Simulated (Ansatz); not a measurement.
Species: AlF2, charge 1, multiplicity 1. SMILES of the parent species: [Al]([F])[F]
Coordinates optimised at B3LYP-D3(BJ)/def2-TZVP (Ansatz, a quantum-chemistry and plane-wave program):
```xyz
3

Al     0.0000     0.0000     0.0000
F      0.0000     0.0000     1.5918
F      0.0000     0.0000    -1.5918
```
Charge +1, spin multiplicity 1.

Parts of the frozen-core correlation energy in STO-3G (Ansatz, hartree). Frozen orbitals: 7; correlated occupied orbitals by spin: 8 and 8; virtual: 4 and 4. Spin-orbit coupling is left out. Non-relativistic.

```json
[
 {"term": "reference (HF)", "value": "-434.96370"},
 {"term": "MP2 opposite-spin", "value": "-0.05732"},
 {"term": "MP2 same-spin", "value": "-0.01739"},
 {"term": "CCSD correlation", "value": "-0.08555"},
 {"term": "(T)", "value": "-0.01141"},
 {"term": "FCI minus CCSD(T)", "value": "-0.00131"},
 {"term": "T1 diagnostic", "value": "0.024"},
 {"term": "largest doubles amplitude", "value": "0.094"}
]
```
